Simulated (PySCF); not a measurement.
Species: C₄H₁₀Si.
SMILES: `CC1C[SiH2]C1`

Jobs on this species (15 atoms, 48 electrons) with PySCF (density fitting). Hardware of each: an Arm Neoverse V1 with one thread, on a shared host. The host was shared with other jobs, so the times are rough. Peak memory is the resident size of the whole Python process, interpreter and libraries included.

Question: Rank these jobs by wall time, shortest first.
A. LC-wPBE/def2-SVPD; 10 singlets by full TDDFT, 4 Tamm–Dancoff triplets, polarisability, ΔSCF ions; 184 basis functions
B. PBE0/6-31G*; shieldings, ring-centre shieldings, charges and field gradients; 94 basis functions
C. PBE0/def2-TZVPD; 10 singlets by full TDDFT, 4 Tamm–Dancoff triplets, polarisability; 281 basis functions
D. PBE0/def2-SVP; 10 singlets by full TDDFT, 4 Tamm–Dancoff triplets, polarisability; 124 basis functions

Answer: B (8.8 s), D (15 s), C (53 s), A (3.1 min).

All jobs:

| level and settings | work | basis functions | SCF cycles | wall time | peak memory |
| --- | --- | --- | --- | --- | --- |
| PBE0/6-31G* | shieldings, ring-centre shieldings, charges and field gradients | 94 | 12 | 8.8 s | 0.57 GiB |
| PBE0/cc-pVDZ | shieldings, ring-centre shieldings, charges and field gradients | 124 | 12 | 12 s | 0.71 GiB |
| PBE0/6-31+G* | 10 singlets by full TDDFT, 4 Tamm–Dancoff triplets, polarisability | 114 | 12 | 14 s | 0.67 GiB |
| PBE0/def2-SVP | 10 singlets by full TDDFT, 4 Tamm–Dancoff triplets, polarisability | 124 | 12 | 15 s | 0.67 GiB |
| HF/def2-SVPD | 10 singlets by TDHF, 4 Tamm–Dancoff triplets, polarisability, ΔSCF ions | 184 | 9 | 20 s | 0.71 GiB |
| PBE0/6-311+G(2d,p) | shieldings, ring-centre shieldings, charges and field gradients | 203 | 12 | 24 s | 0.95 GiB |
| PBE0/def2-TZVPD | 10 singlets by full TDDFT, 4 Tamm–Dancoff triplets, polarisability | 281 | 12 | 53 s | 0.98 GiB |
| PBE0-D3(BJ)/def2-SVP, grid level 1 | geometry optimisation from a GFN2-xTB start shaken at random | 124 | 66 | 65 s | 0.50 GiB |
| LC-wPBE/def2-SVPD | 10 singlets by full TDDFT, 4 Tamm–Dancoff triplets, polarisability, ΔSCF ions | 184 | 12 | 3.1 min | 0.85 GiB |

What do all jobs in the table cost together?

About 6.6 min; the longest takes about 47 % of that, and about 21 times as long as the shortest.
